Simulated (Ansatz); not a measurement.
Ge₂H₄S₂ (`[S]1[GeH2][S][GeH2]1`). The species carries charge 0 and has multiplicity 1.

```xyz
8

S     1.488    0.621   -0.462
Ge    0.586   -1.349    0.072
S    -1.489   -0.622    0.459
Ge   -0.586    1.349   -0.073
H     1.227   -1.953    1.333
H     0.638   -2.343   -1.100
H    -0.636    2.340    1.101
H    -1.228    1.956   -1.331
```

Problem. List the harmonic frequencies (cm⁻¹, unscaled) at PBE0-D4/def2-TZVP in Ansatz. (Estimate.)

Solution. Computed: 61, 204, 351, 396, 430, 435, 500, 506, 554, 592, 692, 768, 874, 886, 2145, 2149, 2149, 2150.

Problem. Is this a minimum?

Solution. Yes, all 18 modes are real.

Problem. Give the ideal-gas thermochemistry at 298.15 K and 1 bar (rigid rotor, harmonic oscillator; point group D2h, symmetry number 4).

Solution. Zero-point energy 94.8 kJ/mol; H(298) − E = 114.4 kJ/mol; entropy 341.3 J/(mol·K), of which translation 175.7, rotation 109.0, vibration 56.6; G(298) − E = 12.7 kJ/mol. Modes under 100 cm⁻¹ are hindered rotations or soft bends, so the harmonic entropy is rough.
